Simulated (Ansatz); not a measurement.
`B[Si](O)(F)Cl` + NH₃ → `N[Si](O)(F)Cl` + BH₃ at 298.15 K and 1 bar (cleavage of the Si–B bond).

Isolated molecules relaxed with PBE0-D4/def2-TZVP in Ansatz; ΔE leaves out vibrations. CCSD(T)/CBS adds triple-zeta CCSD(T) − MP2 to the extrapolated MP2 energy (def2 sets, frozen cores). This one scheme is used for every species. Each species was taken in one conformer, which may not be the lowest.

| species | CCSD(T)/CBS energy (Eh) | H − E (kJ/mol) | S (J/(mol·K)) |
| --- | --- | --- | --- |
| `B[Si](O)(F)Cl` | -950.56525 | 125.4 | 350.6 |
| NH₃ | -56.50880 | 100.5 | 192.4 |
| `N[Si](O)(F)Cl` | -980.55564 | 141.1 | 338.4 |
| BH₃ | -26.55200 | 78.7 | 188.3 |

H − E and S are ideal-gas, rigid-rotor, harmonic terms from PBE0-D4/def2-TZVP, for one conformer and one mirror image of each species. 1 Eh = 2625.50 kJ/mol, R = 8.31446 J/(mol·K).

**Question.** By hand: ΔE, ΔH, ΔS and ΔG.

**Answer.** ΔE = (-980.55564) + (-26.55200) − (-950.56525) − (-56.50880) = -0.03359 Eh = -88.2 kJ/mol. Δ(H − E) = 141.1 + 78.7 − 125.4 − 100.5 = -6.1, so ΔH = -94.3 kJ/mol. ΔS = 338.4 + 188.3 − 350.6 − 192.4 = -16.3 J/(mol·K). ΔG = -94.3 − 298.15 × (-16.3)/1000 = -89.4 kJ/mol.

**Question.** By hand: the equilibrium constant, and the temperature at which ΔG would vanish if ΔH and ΔS stayed fixed.

**Answer.** log₁₀ K = −ΔG/(RT ln 10) = 15.7. ΔG = 0 at ΔH/ΔS = 5785 K, far beyond where these terms or the molecules hold.

ΔH outweighs TΔS. A doubt of 5 kJ/mol in ΔE shifts log₁₀ K by 0.9 here. Other conformers and mirror images would add mixing entropy, several J/(mol·K) or more a flexible species. These are equilibria of isolated gas molecules and say nothing of rates. Largest T1 diagnostic: 0.011 (customary marks: 0.02 for closed shells, 0.045 for open ones).
